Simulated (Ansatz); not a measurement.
Species: H2F2O2Si, SMILES `O[Si](O)(F)F` (H–O–Si–F torsion 43°, F–Si–O–H torsion 85°) (charge 0, multiplicity 1), formula H$_{2}$F$_{2}$O$_{2}$Si.

Question: How many basis functions does Ansatz (an electronic-structure program) with frozen-core CCSD(T)/cc-pVTZ // B3LYP-D3(BJ)/def2-TZVP use, how many core orbitals are frozen, and how many electrons are correlated?

Answer: 182 basis functions and 9 frozen orbitals, which leaves 32 correlated electrons. Core time is of the order of minutes.
